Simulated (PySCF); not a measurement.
# [SiI3]+, singlet: structure and spectrum

Method: PBE0 in PySCF with Si def2-SVP, I def2-SVP with ECP28; scalar-relativistic core potentials, no spin–orbit coupling; density-fitted integrals.

The structure is a minimum.

| Property | Result |
| --- | --- |
| Point group | D3h |
| Bond lengths | Si–I 2.349 Å (×3) |
| Bond angles | I–Si–I 120.0° (×3) |
| Entropy at 298.15 K and 1 bar | 364.7 J/(mol K) |
| Rotational constants | 0.01605, 0.01605, 0.008025 cm⁻¹ |
| Heat capacity Cp at 298.15 K | 75.7 J/(mol K) |
| Rotational symmetry number | 6 |
| Enthalpy at 298.15 K above 0 K | 18.26 kJ/mol |
| Principal polarisabilities | 54.3, 131.5, 131.5 bohr³ |
| Dipole moment about the centre of mass | 0.00 D |
| Principal quadrupole moments (Buckingham, traceless) about the centre of mass | -16.34, 8.17, 8.17 D Å |
| Highest occupied level | -12.57 eV |
| Zero-point energy | 9.1 kJ/mol |
| Lowest empty level | -8.12 eV |

Harmonic modes (masses in u: Si 27.977, I 126.904):
```json
{"symmetry": "e'", "ω (cm⁻¹)": "81", "IR (km/mol, summed over degenerate members)": "0.9", "μ (u)": "108.40"}
{"symmetry": "a2''", "ω (cm⁻¹)": "164", "IR (km/mol, summed over degenerate members)": "1.6", "μ (u)": "29.55"}
{"symmetry": "a1'", "ω (cm⁻¹)": "189", "IR (km/mol, summed over degenerate members)": "0.0", "μ (u)": "126.90"}
{"symmetry": "e'", "ω (cm⁻¹)": "507", "IR (km/mol, summed over degenerate members)": "258", "μ (u)": "30.78"}
```

In D3h the vibrations span 2e' + a2'' + a1'. The a1' mode carries no infrared intensity, as symmetry demands.

Charges (e):
```json
{"atom": "Si1", "Mulliken": "0.28", "Löwdin": "0.13", "polar tensor": "1.36", "Mayer order to Si1": "–"}
{"atom": "I2,3,4", "Mulliken": "0.24", "Löwdin": "0.29", "polar tensor": "-0.12", "Mayer order to Si1": "1.38"}
```

Mulliken populations on Si1: s 5.28, p 8.17, d 0.27.

Outer orbital energies (eV). occupied: -15.73, -15.73, -14.33, -13.30, -13.30, -13.07, -13.07, -12.57; empty: -8.12, -7.73, -4.84, -4.84.

Counting electrons, silicon keeps none of its valence electrons outside its bonds, so the VSEPR class is AX3 and the expected shape is trigonal planar (D3h), as computed.

This need not be the most stable arrangement of these atoms.

The final relaxation and frequency run took about 60 core-seconds on a shared host.
